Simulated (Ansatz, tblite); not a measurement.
Isomers of Zn$_{10}$O$_{10}$ (singlet), found by a short tight-binding search and relaxed with r2SCAN-D4/def2-SVP in Ansatz.

The xTB rows come from tblite. Correlated methods freeze 100 core orbitals. Single mean-field runs in def2-SVP, def2-TZVP are fitted with def2-universal-jkfit.

Run but left out: HF/def2-SVP (A: restricted singlet, unstable towards broken spin symmetry).

A: The restricted singlet is unstable towards broken spin symmetry in Hartree–Fock (as tested in another run); at PBE-D4/def2-TZVP, r2SCAN-D4/def2-SVP, r2SCANh-D4/def2-SVP, PBE0-D4/def2-SVP and others this wasn't settled. At MP2/def2-SVP the restricted singlet (for correlated methods, its reference) is unstable: a solution with broken spin symmetry lies lower. It holds 1 O–O bond. C: The restricted singlet is unstable towards broken spin symmetry in Hartree–Fock (as tested in another run); at PBE-D4/def2-TZVP, r2SCAN-D4/def2-SVP, r2SCANh-D4/def2-SVP, PBE0-D4/def2-SVP and others this wasn't settled. At MP2/def2-SVP the restricted singlet (for correlated methods, its reference) is unstable: a solution with broken spin symmetry lies lower. It holds 2 O–O bonds.

Other spin states weren't relaxed.

A:

Cartesian coordinates in Å:
```
Zn -3.586 -0.991 -0.092
Zn 3.330 1.501 0.970
Zn -1.931 0.918 -1.174
Zn 3.676 -0.479 -0.220
Zn 1.154 -1.795 -2.367
Zn -1.474 -1.449 -2.409
Zn -0.442 2.100 1.039
Zn -2.315 0.365 1.908
Zn 1.043 0.231 2.255
Zn 1.277 0.607 -0.984
O 2.467 -0.785 -1.638
O -0.335 0.202 -1.872
O 1.355 1.744 0.568
O 2.551 -0.838 1.490
O 2.960 0.235 2.527
O -3.049 -0.619 -1.782
O -0.271 -2.704 -2.913
O -0.638 0.876 2.596
O -2.192 1.814 0.432
O -3.581 -0.933 1.666
```

B:

```xyz
20

Zn    0.079   -2.596   -2.979
Zn   -1.853    0.084   -2.758
Zn   -0.470    2.646    3.312
Zn   -0.571    0.988    0.739
Zn   -0.120    4.005    1.153
Zn    0.271   -0.604    2.840
Zn    2.312   -3.130   -1.457
Zn   -0.891   -1.218   -0.625
Zn    1.912   -2.145    1.435
Zn   -1.158    2.268   -1.655
O    -0.185    4.371    2.909
O    -1.786    0.517   -0.726
O    -0.187    2.776   -0.136
O    -1.395   -1.740   -2.414
O    -0.728    0.976    2.726
O    -1.599    1.782   -3.352
O     2.925   -2.901    0.149
O     0.297   -0.869    0.751
O     1.643   -3.375   -3.103
O     1.504   -1.835    3.191
```

C:

```
atom    x (Å)    y (Å)    z (Å)
 Zn1   1.8846  -1.9230  -1.5325
 Zn2  -1.9760   0.5216  -1.6547
 Zn3  -2.7012  -0.0205   0.9876
 Zn4   4.5093   0.7939  -1.3745
 Zn5  -2.9660   1.1183   3.0700
 Zn6  -0.8688  -1.9537  -1.7440
 Zn7   1.0382   0.6375  -1.3724
 Zn8   3.0328   0.5465   0.5614
 Zn9   0.9733   0.1181   2.1401
Zn10  -0.6729   1.9594   0.7316
 O11  -2.1964  -1.4846  -0.1542
 O12  -2.2885   1.5719  -0.1427
 O13   2.7135  -0.2642   2.1697
 O14  -2.7657  -1.3051  -1.5695
 O15  -0.9306   1.5851   2.6932
 O16   0.5769  -3.0885  -1.6723
 O17   1.1071   1.4600   0.3357
 O18  -0.9138   0.1244   2.2252
 O19  -0.3372  -0.0692  -2.3679
 O20   2.7814  -0.3280  -1.3298
```

D:

```xyz
20

Zn    1.393    4.433   -1.684
Zn   -3.431   -2.318    2.546
Zn    3.404    2.305   -2.608
Zn   -3.311    3.461    1.560
Zn   -1.161    4.923   -0.061
Zn    4.162   -0.672   -2.540
Zn    1.187   -4.905    0.118
Zn   -1.407   -4.457    1.683
Zn   -4.162    0.667    2.499
Zn    3.326   -3.438   -1.512
O     2.868   -4.556   -0.242
O    -4.557   -1.017    2.210
O     4.558    1.020   -2.309
O     0.504    5.308   -0.452
O    -2.358   -3.654    2.917
O     2.301    3.624   -2.947
O     3.834   -2.373   -2.809
O    -2.843    4.619    0.331
O    -0.475   -5.329    0.480
O    -3.833    2.358    2.820
```

Task: Estimate which lies lowest at each level, and how far above it the others are (eV).

Result: 
```csv
level,A,B,C,D
GFN1-xTB,0.65,0.00,1.70,1.41
GFN2-xTB,0.00,1.74,1.27,7.50
PBE-D4/def2-SVP,1.17,0.00,4.93,3.15
PBE-D4/def2-TZVP,1.92,0.00,5.78,0.76
r2SCAN-D4/def2-SVP,1.34,0.00,5.58,3.53
r2SCANh-D4/def2-SVP,1.31,0.00,5.58,3.54
PBE0-D4/def2-SVP,1.19,0.00,5.19,3.31
PBE0-D4/def2-TZVP,1.91,0.00,6.05,1.11
RPA@PBE/def2-SVP,1.06,0.00,4.62,3.32
MP2/def2-SVP,1.69,0.00,6.06,3.16
```
Point groups (tolerance 0.1 Å): A not assigned, B not assigned, C not assigned, D not assigned. Lower isomers may exist. From def2-SVP to def2-TZVP the PBE0 values move by up to 2.20 eV, so results in the small set are rough.
